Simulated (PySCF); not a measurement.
Vertical excitations of a molecule C5H9N from TDA-PBE/def2-SVPD run with PySCF, as energy in eV (oscillator strength): 4.42 (0.022), 5.43 (0.023), 5.71 (0.093), 5.90 (0.015), 5.98 (0.111), 6.07 (0.029), 6.44 (0.008), 6.59 (0.004), 6.62 (0.011), 6.79 (0.007). Lowest triplet (TDA): 3.95 eV. Geometry optimised at B3LYP-D3(BJ)/def2-SVP. The values are those of a single conformer.

Problem. Which structure fits?
A. CN1CC=CC1
B. C/C=N/C1CC1
C. C=C=C(C)NC
D. C=CC(N)C=C

Solution. D, C=CC(N)C=C
